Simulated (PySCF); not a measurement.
Se2Si⁻: script and output

The script input.py:

```python
from pyscf import gto, scf
from pyscf.hessian import thermo

mol = gto.M(
    atom='Si 0 0 -0.7669; Se 2.0615 0 0.1332; Se -2.0615 0 0.1332',
    basis='lanl2dz',
    ecp={'Si': 'lanl2dz', 'Se': 'lanl2dz'},
    charge=-1,
    spin=1,
    verbose=4,
)
mf = scf.UHF(mol)
mf.kernel()
hess = mf.Hessian().kernel()
print('wavenumber (cm^-1) =', thermo.harmonic_analysis(mol, hess)['freq_wavenumber'].round(1))
mf.dip_moment()
print('orbital energies (hartree):', [e[max(0, n-3):n+3].round(4) for e, n in zip(mf.mo_energy, mol.nelec)])
```

```bash
$ OMP_NUM_THREADS=1 python input.py
```

The log (some set-up lines and the per-cycle HOMO/LUMO lines with their warnings removed):

```
PySCF version 2.14.0

[INPUT] verbose = 4
[INPUT] num. atoms = 3
[INPUT] num. electrons = 17
[INPUT] charge = -1
[INPUT] spin (= nelec alpha-beta = 2S) = 1
[INPUT] symmetry False subgroup None
[INPUT] Mole.unit = angstrom
[INPUT] Symbol           X                Y                Z      unit          X                Y                Z       unit  Magmom
[INPUT]  1 Si     0.000000000000   0.000000000000  -0.766900000000 AA    0.000000000000   0.000000000000  -1.449230964929 Bohr   0.0
[INPUT]  2 Se     2.061500000000   0.000000000000   0.133200000000 AA    3.895670405791   0.000000000000   0.251711519792 Bohr   0.0
[INPUT]  3 Se    -2.061500000000   0.000000000000   0.133200000000 AA   -3.895670405791   0.000000000000   0.251711519792 Bohr   0.0

nuclear repulsion = 15.9124585018461
number of shells = 12
number of NR pGTOs = 36
number of NR cGTOs = 24
basis = lanl2dz
ecp = {'Si': 'lanl2dz', 'Se': 'lanl2dz'}

******** <class 'pyscf.scf.uhf.UHF'> ********
method = UHF
initial guess = minao
damping factor = 0
level_shift factor = 0
DIIS = <class 'pyscf.scf.diis.CDIIS'>
diis_start_cycle = 1
diis_space = 8
diis_damp = 0
SCF conv_tol = 1e-09
SCF conv_tol_grad = None
SCF max_cycles = 50
direct_scf = True
direct_scf_tol = 1e-13
number electrons alpha = 9  beta = 8
Set gradient conv threshold to 3.16228e-05
init E= 9.57665186610159

cycle= 1 E= -21.7905133543057  delta_E= -31.4  |g|= 0.538  |ddm|= 3.81
cycle= 2 E= -21.8507761892201  delta_E= -0.0603  |g|= 0.0455  |ddm|= 0.483
cycle= 3 E= -21.8540602236755  delta_E= -0.00328  |g|= 0.0183  |ddm|= 0.105
cycle= 4 E= -21.8549876389198  delta_E= -0.000927  |g|= 0.0115  |ddm|= 0.0516
cycle= 5 E= -21.8553972398575  delta_E= -0.00041  |g|= 0.00507  |ddm|= 0.0411
cycle= 6 E= -21.8555444774148  delta_E= -0.000147  |g|= 0.00329  |ddm|= 0.0245
cycle= 7 E= -21.8556369010546  delta_E= -9.24e-05  |g|= 0.00128  |ddm|= 0.0288
cycle= 8 E= -21.855650816797  delta_E= -1.39e-05  |g|= 0.000558  |ddm|= 0.0116
cycle= 9 E= -21.8556536744156  delta_E= -2.86e-06  |g|= 0.000246  |ddm|= 0.00389
cycle= 10 E= -21.8556542979862  delta_E= -6.24e-07  |g|= 8.84e-05  |ddm|= 0.00223
cycle= 11 E= -21.8556543522016  delta_E= -5.42e-08  |g|= 3.32e-05  |ddm|= 0.000652
cycle= 12 E= -21.8556543574603  delta_E= -5.26e-09  |g|= 9.36e-06  |ddm|= 0.000204
cycle= 13 E= -21.8556543577552  delta_E= -2.95e-10  |g|= 4.46e-06  |ddm|= 3.82e-05
Extra cycle  E= -21.8556543578053  delta_E= -5.01e-11  |g|= 2.94e-06  |ddm|= 1.08e-05
converged SCF energy = -21.8556543578053  <S^2> = 0.77428227  2S+1 = 2.0241366
wavenumber (cm^-1) = [137.9 316.8 468.4]

WARN: System has nonzero charge -1; the dipole moment is origin-dependent.
Location of origin: [0. 0. 0.]

Dipole moment(X, Y, Z, Debye):  0.00000,  0.00000, -0.97570
orbital energies (hartree): [array([-0.1527, -0.1422, -0.1234,  0.1742,  0.2743,  0.3493]), array([-0.1839, -0.1416, -0.1349,  0.1652,  0.1959,  0.2872])]
```

In short: E(SCF) = -21.855654 Eh, 13 cycles, ⟨S²⟩ = 0.774, wavenumbers 138, 317, 468 cm⁻¹.

It ran on Arm Neoverse N1 (1 thread, shared host) in 3.5 s.

The basis has no diffuse functions, which an anion needs. The dipole of an ion depends on the origin. No search for the lowest solution was made.
